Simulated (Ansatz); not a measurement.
Ideal-gas functions of CH4BFOS, SMILES `CSB(O)F` at 400 K and 1 bar, from an Ansatz frequency run at PBE0-D4/def2-TZVP.

Molar mass 93.92 g/mol, point group Cs (symmetry number 1), electronic degeneracy 1, moments of inertia 72.84, 173.034, 242.68 u Å². Harmonic wavenumbers (cm⁻¹, unscaled): 88, 117, 183, 355, 403, 489, 607, 662, 743, 974, 982, 995, 1283, 1351, 1411, 1466, 1473, 3079, 3174, 3176, 3868.

Use S(trans) = R[1.5 ln M + 2.5 ln T − 1.1517]; rotational temperatures θ = 24.2544 K / I; S(rot) = R[ln(√π/σ · √(T³/θAθBθC)) + 1.5]; for each mode x = 1.438777 ν̃/T, S = R[x/(eˣ − 1) − ln(1 − e⁻ˣ)] and H = RT x/(eˣ − 1); 1 cm⁻¹ = 0.0119627 kJ/mol; R = 8.31446 J/(mol·K).

Task: By hand: the entropy, in J/(mol·K).

Result: Translation 171.6. Rotation: θ = 0.333, 0.1402, 0.0999 K, giving 114.3. Vibration, mode by mode: 17.91, 15.57, 11.94, 6.82, 5.92, 4.61, 3.30, 2.82, 2.24, 1.16, 1.13, 1.09, 0.47, 0.38, 0.32, 0.27, 0.26, 0.00, 0.00, 0.00, 0.00, in all 76.2. Electronic 0.0. Sum 362.1 J/(mol·K).

Task: By hand: H − E and G − E in kJ/mol, counted from the electronic energy.

Result: Zero-point energy ½ × 26879 × 0.0119627 = 160.8; thermal vibration 16.2; translation, rotation and pV give 4 RT = 13.3. H − E = 190.3 kJ/mol, and G − E = 190.3 − 400 × 362.1/1000 = 45.5 kJ/mol.

Vibration gives 21 % of the entropy, 33.5 J/(mol·K) of it from the modes under 150 cm⁻¹: soft modes count most, and the harmonic formula is weakest for them. The sum counts one conformer and one mirror image; others add a mixing term.
